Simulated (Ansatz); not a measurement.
CH$_{5}$FO$_{2}$Si$_{2}$ (`O=C([SiH3])O[SiH2]F`), relaxed with RKS PBE0-D4/def2-TZVP in Ansatz from a PBE-D4/def2-SVP geometry. The force threshold is 0.005 eV/Å; the program also tests the step.

Total charge 0; spin multiplicity 1.

Start:

```xyz
11

O    -0.133    0.895    1.283
C    -0.120   -0.075    0.537
Si   -0.481   -1.911    1.046
O     0.165    0.069   -0.778
Si    0.487    1.725   -1.207
F     0.792    1.606   -2.804
H    -1.645   -2.407    0.238
H    -0.793   -1.940    2.511
H     0.737   -2.733    0.740
H     1.726    2.210   -0.535
H    -0.735    2.560   -1.031
```

```csv
step,energy (eV),largest force (eV/Å),largest move (Å)
1,-23676.4044,1.146,0.000
2,-23676.4739,0.711,0.033
3,-23676.4942,0.109,0.028
4,-23676.4950,0.047,0.006
5,-23676.4957,0.040,0.012
6,-23676.4960,0.033,0.012
7,-23676.4961,0.064,0.019
8 (rejected),-23676.4960,0.105,0.014
9,-23676.4964,0.017,0.007
10,-23676.4964,0.017,0.003
11,-23676.4964,0.003,0.001
```

End:

```xyz
11

O    -0.141    0.871    1.304
C    -0.121   -0.070    0.548
Si   -0.476   -1.896    1.033
O     0.166    0.100   -0.752
Si    0.483    1.696   -1.205
F     0.778    1.562   -2.762
H    -1.625   -2.370    0.224
H    -0.784   -1.929    2.479
H     0.733   -2.695    0.719
H     1.704    2.194   -0.550
H    -0.715    2.536   -1.038
```

Run time 40 s (4 threads of an AMD EPYC 7B13 on a shared host); peak host memory 0.69 GiB.
